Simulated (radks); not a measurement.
The numbers below are computed, except where a source is named.
Question: The mean radii <r> (bohr) of the occupied orbitals of an atom or ion are listed with their occupations. Level of theory: scalar-relativistic Kohn-Sham, PBE, spin-polarised, spherical densities, point nucleus (a radial shooting solver on a logarithmic mesh with Libxc functionals).

orbital  occ.      <r>
1s up       1  0.01932
1s down     1  0.01932
2s up       1  0.08183
2s down     1  0.08183
2p up       3  0.07292
2p down     3  0.07292
3s up       1   0.2126
3s down     1   0.2126
3p up       3   0.2123
3p down     3   0.2123
3d up       5   0.1925
3d down     5   0.1925
4s up       1   0.4774
4s down     1   0.4775
4p up       3   0.5070
4p down     3   0.5071
4d up       5   0.5456
4d down     5   0.5458
5s up       1    1.146
5s down     1    1.149
5p up       3    1.339
5p down     3    1.341
4f up       7   0.6853
4f down     6   0.6883
6s up       1    3.040
6s down     1    3.016
6p up       1    3.806

Name the element and its charge. Open shells, if any, are filled with parallel spins first.

Answer: Z = 71, lutetium, charge +1: Lu+ in [Xe] 4f13 6s2 6p1. The 1s radius gives Z: for a bare nucleus <r> = (2 gamma + 1)/(2Z) with gamma = sqrt(1 - (Z/c)^2), 0.01909 bohr for Z = 71, and screening makes it slightly larger (0.01932 here). The occupations add up to 70, and the charge is Z minus that.
